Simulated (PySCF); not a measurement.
# Vertical excitation energies

Species: (BeSe)6 prism, Be6Se6.
Bonds: Be1–Se2, Be1–Se6, Be1–Se8, Se2–Be3, Se2–Be9, Be3–Se4, Be3–Se10, Se4–Be5, Se4–Be11, Be5–Se6, Be5–Se12, Se6–Be7, Be7–Se8, Be7–Se12, Se8–Be9, Be9–Se10, Se10–Be11, Be11–Se12.

The calculation used PySCF, TDDFT B3LYP/def2-SVPD, vertical, gas phase, core orbitals frozen in the response. Isolated species at its PBE0-D3(BJ)/def2-SVP geometry (one conformer only). Relativistic effects, spin–orbit coupling among them, are left out although an element past zinc is present.

```json
{"state": "S1", "E (eV)": "3.11", "λ (nm)": "398.5", "f": "0.0000", "|μ| (D)": "0.00", "symmetry": "–", "main configurations (H = HOMO, L = LUMO)": "H-1/H→L (99%)"}
{"state": "S2", "E (eV)": "3.11", "λ (nm)": "398.2", "f": "0.0000", "|μ| (D)": "0.00", "symmetry": "–", "main configurations (H = HOMO, L = LUMO)": "H-1/H→L (99%)"}
{"state": "S3", "E (eV)": "3.69", "λ (nm)": "335.7", "f": "0.0000", "|μ| (D)": "0.02", "symmetry": "–", "main configurations (H = HOMO, L = LUMO)": "H-2→L (99%)"}
{"state": "S4", "E (eV)": "3.90", "λ (nm)": "317.9", "f": "0.0000", "|μ| (D)": "0.00", "symmetry": "–", "main configurations (H = HOMO, L = LUMO)": "H-3→L (99%)"}
{"state": "S5", "E (eV)": "3.99", "λ (nm)": "310.8", "f": "0.0012", "|μ| (D)": "0.29", "symmetry": "–", "main configurations (H = HOMO, L = LUMO)": "H-4→L (98%)"}
{"state": "S6", "E (eV)": "3.99", "λ (nm)": "310.6", "f": "0.0012", "|μ| (D)": "0.28", "symmetry": "–", "main configurations (H = HOMO, L = LUMO)": "H-5→L (98%)"}
{"state": "S7", "E (eV)": "4.26", "λ (nm)": "290.9", "f": "0.0000", "|μ| (D)": "0.00", "symmetry": "–", "main configurations (H = HOMO, L = LUMO)": "H-6→L (98%)"}
{"state": "S8", "E (eV)": "4.27", "λ (nm)": "290.7", "f": "0.0000", "|μ| (D)": "0.00", "symmetry": "–", "main configurations (H = HOMO, L = LUMO)": "H-7→L (97%)"}
{"state": "S9", "E (eV)": "4.59", "λ (nm)": "270.2", "f": "0.0057", "|μ| (D)": "0.57", "symmetry": "Eu", "main configurations (H = HOMO, L = LUMO)": "H-8→L (93%)"}
{"state": "S10", "E (eV)": "4.59", "λ (nm)": "270.0", "f": "0.0057", "|μ| (D)": "0.57", "symmetry": "Eu", "main configurations (H = HOMO, L = LUMO)": "H-9→L (93%)"}
```

Triplets (Tamm–Dancoff): T1 3.02 eV, H-1/H→L (99%); T2 3.02 eV, H-1/H→L (99%); T3 3.49 eV, H-2→L (98%).

The lowest singlet level (S1/S2) comes at 398 nm (300 kJ/mol) in the visible; it is dark (f under 0.0005). The most intense listed level is S9/S10 at 4.59 eV (270 nm, f = 0.011 summed), 1.48 eV above S1. It is the last of those listed, so stronger ones may follow. S1/S2, S5/S6, S7/S8 and S9/S10 lie within about 0.01 eV of each other in each set; the point group D3d has degenerate representations, and within a degenerate level the listed configurations can mix freely. Löwdin shares by element: HOMO (one of a set within 0.03 eV) selenium 69% or more (atoms not listed hold the other 31%); LUMO selenium 34% or more (atoms not listed hold the other 66%). The oscillator strengths of these states sum to 0.014; summed over the whole spectrum of an exact calculation they would give the number of electrons, 228 (Thomas–Reiche–Kuhn). Of the 10 states listed, none reaches f = 0.01 and 6 stay under 0.0005. The listed states span 1.48 eV, and the widest gap between neighbours is 0.58 eV (S2 to S3). 2 computed singlets (S1 to S2) lie in the visible range (380 to 750 nm), S1 for one at 398 nm, dark in the vertical dipole picture (f under 0.0005); light of that wavelength is violet, and its complementary colour is yellow-green; a Tamm–Dancoff triplet lies at 411 nm, without intensity as long as spin–orbit coupling is left out. All these states lie below the vertical ionisation energy of 8.61 eV (ΔSCF). Symmetry labels in D3d follow from the direction of the transition dipole and are given only for states with f of 0.002 or more. Orbitals of the list HOMO-3 to LUMO+2 that lie within 0.01 eV of each other are written together with a slash and their weights summed (≥ marks a lower bound); for degenerate orbitals outside that list single weights are arbitrary. The window holds the lowest 10 singlets.
